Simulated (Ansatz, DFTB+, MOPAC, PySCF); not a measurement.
System: C₄H₆S (charge 0, singlet). SMILES: C1CSCC=1
Geometry from a B3LYP-D3(BJ)/def2-TZVP (Ansatz, a quantum-chemistry and plane-wave program) optimisation:
```
C
C 1 1.3252
H 2 1.0834 1 123.13
H 1 1.0834 2 123.13 3 0.00
C 2 1.4977 3 119.67 1 -180.00
H 5 1.0924 2 111.84 3 60.48
H 5 1.0924 6 107.75 2 123.31
C 1 1.4977 4 119.67 2 -180.00
H 8 1.0924 1 111.84 4 60.48
H 8 1.0924 9 107.75 1 123.31
S 5 1.8383 6 109.86 7 119.67
```
Charge 0, spin multiplicity 1.

Wanted: size of the dipole moment, in D. Set-up: 6-311+G** with 5d, 6d on Na to Ar in Ansatz; PM7 with its own dispersion and hydrogen-bond terms; SCC-DFTB with the Slater-Koster set that CP2K ships; no dispersion term unless named; no spin-orbit coupling; LANL2DZ with its own core potentials from Na on; 6-31G* and kin with 6d, 5d where marked; non-relativistic. First-principles and DFTB rows: single points at B3LYP-D3(BJ) geometries (Ansatz). Semi-empirical rows: dipoles at the shared geometry.

Measured values: NIST CCCBDB, as tabulated in the package chemicals; dipoles are vibrational averages. 

Value to compare with, the measured value: 1.75 D.

```tsv
level	program	size of the dipole moment (D)	error
PM7	MOPAC	1.77	0.02
SCC-DFTB	DFTB+	1.23	-0.52
PBE/LANL2DZ	Ansatz	2.14	0.39
BLYP/6-31G*	Ansatz	1.96	0.21
BP86/def2-SVP	PySCF	1.75	0.00
BP86/6-31G* (5d)	PySCF	2.00	0.25
B3LYP/STO-3G	Ansatz	0.85	-0.90
B3LYP/LANL2DZ	Ansatz	2.15	0.40
B3LYP/6-31G*	Ansatz	1.99	0.24
B3LYP/6-31G**	Ansatz	1.97	0.22
B3LYP/6-311+G**	Ansatz	1.89	0.14
M06-2X/6-31G* (5d)	PySCF	2.00	0.25
M06-2X/6-311+G**	PySCF	1.91	0.16
B3PW91/6-31G* (5d)	PySCF	2.03	0.28
```

Among the 14 habitual levels, B3LYP/STO-3G lies farthest from the measured value (-0.90 D); 11 of 14 lie above it, and their mean absolute error is 0.28 D, the median 0.24. One case shows no general order.

The levels are drawn from those run, B3LYP/6-31G* more often than the rest, none by its result; left out are runs that failed, that the program found above a lower state of the same kind, or whose <S^2> lies over 0.5 above the pure value.
